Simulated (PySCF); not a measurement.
CH4Be (SMILES [BeH][CH3]), singlet, at a GFN2-xTB geometry (such geometries of metal compounds can be far from the true shape), with bond 5-3 at 1.4 times its length; PySCF with CASSCF(6,4)/cc-pVDZ.

PySCF was given this input:
```python
from pyscf import gto, scf, mcscf
import numpy

mol = gto.Mole()
mol.atom = '''
    Be   -0.97968577   -0.51564552   -0.12476201
    H    -2.10477067   -1.10782007   -0.26804046
    C     0.53748935    0.28290089    0.06844874
    H     1.06574563    0.02784965    0.98952794
    H     0.44649040    1.80872670    0.09778372
    H     1.26034193    0.07237070   -0.72253415
'''
mol.basis = 'cc-pvdz'
mol.verbose = 4
mol.build()

mf = scf.RHF(mol)
mf.kernel()
mc = mcscf.CASSCF(mf, 4, 6)
mc.kernel()
occ = numpy.linalg.eigvalsh(mc.fcisolver.make_rdm1(mc.ci, mc.ncas, mc.nelecas))[::-1]
ss = mc.fcisolver.spin_square(mc.ci, mc.ncas, mc.nelecas)[0]
print('natural occupations', occ.round(4), ' <S^2>', round(ss, 4))
```

Output, abridged:

```
PySCF version 2.14.0

[INPUT] verbose = 4
[INPUT] num. atoms = 6
[INPUT] num. electrons = 14
[INPUT] charge = 0
[INPUT] spin (= nelec alpha-beta = 2S) = 0
[INPUT] symmetry False subgroup None
[INPUT] Mole.unit = angstrom
[INPUT] Symbol           X                Y                Z      unit          X                Y                Z       unit  Magmom
[...]
nuclear repulsion = 21.7522695840958
number of shells = 22
number of NR pGTOs = 80
number of NR cGTOs = 48
basis = cc-pvdz
ecp = {}

******** <class 'pyscf.scf.hf.RHF'> ********
method = RHF
initial guess = minao
damping factor = 0
level_shift factor = 0
DIIS = <class 'pyscf.scf.diis.CDIIS'>
diis_start_cycle = 1
diis_space = 8
diis_damp = 0
SCF conv_tol = 1e-09
SCF conv_tol_grad = None
SCF max_cycles = 50
direct_scf = True
direct_scf_tol = 1e-13
Set gradient conv threshold to 3.16228e-05
Initial guess from minao.
init E= -54.5372224401129
[...]
cycle= 1 E= -54.7370644291875  delta_E= -0.2  |g|= 0.207  |ddm|= 1.75
[...]
cycle= 2 E= -54.7603229074026  delta_E= -0.0233  |g|= 0.0577  |ddm|= 0.282
[...]
cycle= 3 E= -54.7626170195386  delta_E= -0.00229  |g|= 0.00931  |ddm|= 0.117
[...]
cycle= 4 E= -54.7626675887455  delta_E= -5.06e-05  |g|= 0.00386  |ddm|= 0.0144
[...]
cycle= 5 E= -54.7626759963313  delta_E= -8.41e-06  |g|= 0.00084  |ddm|= 0.00678
[...]
cycle= 6 E= -54.762676739272  delta_E= -7.43e-07  |g|= 0.000167  |ddm|= 0.0024
[...]
cycle= 7 E= -54.7626767679278  delta_E= -2.87e-08  |g|= 3.74e-05  |ddm|= 0.000397
[...]
cycle= 8 E= -54.7626767694865  delta_E= -1.56e-09  |g|= 9.43e-06  |ddm|= 9.41e-05
[...]
cycle= 9 E= -54.7626767696  delta_E= -1.14e-10  |g|= 1.92e-06  |ddm|= 2.71e-05
[...]
Extra cycle  E= -54.7626767696033  delta_E= -3.3e-12  |g|= 8.75e-07  |ddm|= 3.25e-06
converged SCF energy = -54.7626767696033

******** <class 'pyscf.mcscf.mc1step.CASSCF'> ********
CAS (3e+3e, 4o), ncore = 4, nvir = 40
max_cycle_macro = 50
max_cycle_micro = 4
conv_tol = 1e-07
conv_tol_grad = None
orbital rotation max_stepsize = 0.02
orbital rotation threshold for CI restart = 0.01
augmented hessian ah_max_cycle = 30
augmented hessian ah_conv_tol = 1e-12
augmented hessian ah_linear dependence = 1e-14
augmented hessian ah_level shift = 1e-08
augmented hessian ah_start_tol = 2.5
augmented hessian ah_start_cycle = 3
augmented hessian ah_grad_trust_region = 3
kf_trust_region = 3
kf_interval = 4
ci_response_space = 4
ci_grad_trust_region = 3
with_dep4 0
natorb = False
canonicalization = True
sorting_mo_energy = False
ao2mo_level = 2
internal_rotation = False
******** <class 'pyscf.fci.direct_spin1.FCISolver'> ********
max. cycles = 50
conv_tol = 1e-08
davidson only = False
linear dependence = 1e-12
level shift = 0.001
max iter space = 12
nroots = 1
pspace_size = 400
spin = None
CASCI E = -54.7639635294964  S^2 = 0.0000000
Set conv_tol_grad to 0.000316228
macro iter   1 ( 21 JK    4 micro), CASSCF E = -54.7757179666864  dE = -1.17544372e-02  S^2 = 0.0000000
               |grad[o]|=0.00431  |grad[c]|=0.0255  |ddm|=0.0378  |maxRot[o]|=0.303
macro iter   2 ( 21 JK    4 micro), CASSCF E = -54.7905601520726  dE = -1.48421854e-02  S^2 = 0.0000000
               |grad[o]|=0.0263  |grad[c]|=0.0192  |ddm|=0.0348  |maxRot[o]|=0.304
macro iter   3 ( 20 JK    4 micro), CASSCF E = -54.7911013090281  dE = -5.41156956e-04  S^2 = 0.0000000
               |grad[o]|=0.0131  |grad[c]|=0.00223  |ddm|=0.00221  |maxRot[o]|=0.0396
macro iter   4 ( 17 JK    4 micro), CASSCF E = -54.7911222668362  dE = -2.09578081e-05  S^2 = 0.0000000
               |grad[o]|=0.00286  |grad[c]|=0.00415  |ddm|=0.000283  |maxRot[o]|=0.0494
macro iter   5 (  7 JK    2 micro), CASSCF E = -54.7911422457656  dE = -1.99789293e-05  S^2 = 0.0000000
               |grad[o]|=0.00222  |grad[c]|=0.00455  |ddm|=0.000472  |maxRot[o]|=0.064
macro iter   6 (  7 JK    2 micro), CASSCF E = -54.7911658010635  dE = -2.35552979e-05  S^2 = 0.0000000
               |grad[o]|=0.0021  |grad[c]|=0.00309  |ddm|=0.000587  |maxRot[o]|=0.0699
macro iter   7 (  7 JK    2 micro), CASSCF E = -54.7911950790922  dE = -2.92780287e-05  S^2 = 0.0000000
               |grad[o]|=0.00199  |grad[c]|=0.00384  |ddm|=0.000824  |maxRot[o]|=0.0699
macro iter   8 (  7 JK    2 micro), CASSCF E = -54.7912299444154  dE = -3.48653232e-05  S^2 = 0.0000000
               |grad[o]|=0.00189  |grad[c]|=0.00493  |ddm|=0.00108  |maxRot[o]|=0.0699
macro iter   9 (  7 JK    2 micro), CASSCF E = -54.7912681052167  dE = -3.81608013e-05  S^2 = 0.0000000
               |grad[o]|=0.00176  |grad[c]|=0.00601  |ddm|=0.00115  |maxRot[o]|=0.0699
macro iter  10 (  7 JK    2 micro), CASSCF E = -54.7913073898169  dE = -3.92846003e-05  S^2 = 0.0000000
               |grad[o]|=0.00162  |grad[c]|=0.0069  |ddm|=0.00109  |maxRot[o]|=0.0699
macro iter  11 (  7 JK    2 micro), CASSCF E = -54.7913450464534  dE = -3.76566365e-05  S^2 = 0.0000000
               |grad[o]|=0.00146  |grad[c]|=0.00737  |ddm|=0.00088  |maxRot[o]|=0.0699
macro iter  12 (  7 JK    2 micro), CASSCF E = -54.7913792356158  dE = -3.41891624e-05  S^2 = 0.0000000
               |grad[o]|=0.00129  |grad[c]|=0.00755  |ddm|=0.000549  |maxRot[o]|=0.0699
macro iter  13 (  7 JK    2 micro), CASSCF E = -54.7914079199544  dE = -2.86843385e-05  S^2 = 0.0000000
               |grad[o]|=0.0011  |grad[c]|=0.00735  |ddm|=0.000277  |maxRot[o]|=0.0699
macro iter  14 (  7 JK    2 micro), CASSCF E = -54.7914294373467  dE = -2.15173924e-05  S^2 = 0.0000000
               |grad[o]|=0.000886  |grad[c]|=0.00687  |ddm|=0.000141  |maxRot[o]|=0.0699
macro iter  15 (  7 JK    2 micro), CASSCF E = -54.7914425072194  dE = -1.30698727e-05  S^2 = 0.0000000
               |grad[o]|=0.000647  |grad[c]|=0.00621  |ddm|=0.000284  |maxRot[o]|=0.0699
macro iter  16 (  6 JK    2 micro), CASSCF E = -54.7914462471769  dE = -3.73995747e-06  S^2 = 0.0000000
               |grad[o]|=0.000373  |grad[c]|=0.00283  |ddm|=0.000202  |maxRot[o]|= 0.05
macro iter  17 (  6 JK    1 micro), CASSCF E = -54.7914465088562  dE = -2.61679290e-07  S^2 = 0.0000000
               |grad[o]|=0.00014  |grad[c]|=0.000345  |ddm|=7.69e-05  |maxRot[o]|=0.0122
macro iter  18 (  4 JK    1 micro), CASSCF E = -54.7914465213076  dE = -1.24514585e-08  S^2 = 0.0000000
               |grad[o]|=4.06e-05  |grad[c]|=9.27e-05  |ddm|=2.29e-05  |maxRot[o]|=0.00228
1-step CASSCF converged in  18 macro (172 JK  42 micro) steps
CASSCF canonicalization
Density matrix diagonal elements [1.99782246 1.98264687 1.95417203 0.06535864]
CASSCF energy = -54.7914465213076
CASCI E = -54.7914465213076  E(CI) = -10.8152370921313  S^2 = 0.0000000
natural occupations [2.     1.9995 1.9352 0.0653]  <S^2> 0.0
```
